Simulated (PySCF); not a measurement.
A PySCF script (with the pyscf-properties extension) for the NMR shieldings of SMILES CS[Si@H](C[SiH3])[SiH2]Cl, C$_{2}$H$_{11}$ClSSi$_{3}$, on a GFN2-xTB geometry:

```python
import basis_set_exchange as bse
import numpy as np
from pyscf import gto, dft
from pyscf.prop import nmr

atoms = """
C    -2.635282   -1.249425   -0.555957
S    -0.991132   -1.516392    0.178943
Si   -0.000005    0.273397   -0.514837
C     1.756515    0.184514    0.191579
Si    2.876741   -1.189198   -0.508033
Si   -1.111078    2.194352    0.185923
Cl   -2.442390    2.775506   -1.229494
H    -3.201530   -2.161089   -0.397599
H    -3.127947   -0.416235   -0.063239
H    -2.536294   -1.055439   -1.619303
H     0.035196    0.127411   -1.980733
H     2.237440    1.147939    0.024130
H     1.692897    0.060600    1.272665
H     4.176620   -1.109381    0.164383
H     2.277109   -2.499508   -0.278569
H     3.062565   -0.947474   -1.941158
H    -0.192908    3.319806    0.371167
H    -1.885277    2.066935    1.423716
"""
names = dict.fromkeys(["C", "S", "Si", "Cl", "H"], "pcSseg-1")
basis = {el: gto.basis.parse(bse.get_basis(n, elements=[el], fmt="nwchem")) for el, n in names.items()}
mol = gto.M(atom=atoms, basis=basis, charge=0, verbose=0)
mf = dft.RKS(mol, xc="PBE0")
mf.grids.level = 2
mf.grids.alignment = dft.numint.BLKSIZE   # the property module wants whole blocks of grid points
mf.conv_tol = 1e-9
mf.kernel()

calc = nmr.RKS(mf)   # GIAO
C = mf.mo_coeff
Co = C[:, mf.mo_occ > 0]
resp = mf.gen_response(singlet=True, hermi=2)
def vind(x):   # induced exchange potential for any number of trial vectors
    d = np.einsum("pi,xij,qj->xpq", C, 2 * x.reshape(-1, C.shape[1], Co.shape[1]), Co, optimize=True)
    return np.einsum("xpq,pi,qj->xij", resp(d - d.transpose(0, 2, 1)), C, Co, optimize=True).ravel()
mo1, _ = nmr.rhf.solve_mo1(calc, with_cphf=vind)
sigma = calc.kernel(mo1)
for i, s in enumerate(sigma):   # ppm
    print("%2d %-2s %9.2f" % (i, mol.atom_pure_symbol(i), np.trace(s) / 3))
```

Q: Give the expected output.

A: 
```
 0 C     172.08
 1 S     706.45
 2 Si    360.30
 3 C     197.65
 4 Si    420.77
 5 Si    379.30
 6 Cl   1045.90
 7 H      29.50
 8 H      29.47
 9 H      29.70
10 H      26.54
11 H      31.85
12 H      31.82
13 H      27.59
14 H      27.57
15 H      27.72
16 H      26.53
17 H      26.34
```

These numbers come from an equivalent density-fitted implementation of the same equations, which agrees with the script to about 0.01 ppm for H and up to a few tenths of a ppm for heavy atoms, so last digits may differ.

Q: Turn these shieldings into chemical shifts. Referencing at the same level of theory: TMS for ¹³C (186.93 ppm), ²⁹Si (349.16 ppm), ¹H (31.72 ppm); CS2 for ³³S (503.73 ppm); ³⁵Cl (949.78 ppm) vs HCl.

A: Averaging equivalent atoms: C 0: 14.8; C 3: -10.7; S 1: -203; Si 2: -11.1; Si 5: -30.1; Si 4: -71.6; Cl 6: -96; H 17: 5.38; H 16: 5.18; H 10: 5.18; H 13/14/15: 4.09; H 7/8/9: 2.16; H 12: -0.10; H 11: -0.13 ppm. 

Size and cost of the density-fitted run: 209 basis functions, 74 s wall time on 1 thread of an Arm Neoverse N1, shared host; peak memory 0.93 GiB.
